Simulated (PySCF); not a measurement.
## Zr (zirconium, neutral) across methods

[Kr] 4d2 5s1 5p1, one real determinant (an excited configuration). All numbers are calculated (PySCF 2.14, a scalar-relativistic core potential, in aug-cc-pwCVTZ-PP with ECP28MDF).

| method | E (hartree) | mean ε 5s α (eV) | mean ε 4d α (eV) | mean ε 5p α (eV) | Σ⟨r²⟩ (bohr²) | ⟨S²⟩ |
| --- | --- | --- | --- | --- | --- | --- |
| M06-L | -46.6670 | -5.423 | -5.293 | -2.329 | 68.36 | 6.002 |
| HSE06 | -46.6757 | -5.917 | -6.175 | -2.622 | 69.30 | 6.001 |
| PBE0 | -46.6756 | -6.287 | -6.571 | -2.987 | 69.08 | 6.001 |
| r2SCAN | -46.7076 | -5.767 | -5.640 | -2.471 | 68.80 | 6.002 |
| LDA | -46.5417 | -5.766 | -5.279 | -2.429 | 69.38 | 6.000 |
| PBE | -46.6848 | -5.582 | -5.348 | -2.401 | 69.47 | 6.001 |
| UHF | -46.27605 | -8.094 | -9.845 | -4.576 | 70.39 | 6.005 |

**Question.** Estimate the same row for TPSSh.

**Answer.** E (hartree) = -46.6713; mean ε 5s α (eV) = -5.780; mean ε 4d α (eV) = -5.921; mean ε 5p α (eV) = -2.607; Σ⟨r²⟩ (bohr²) = 69.10; ⟨S²⟩ = 6.002.

⟨L²⟩ = 13.98 against 20 for a pure G term, so this real determinant mixes terms. Energies and moments cover only the electrons outside the core potential.
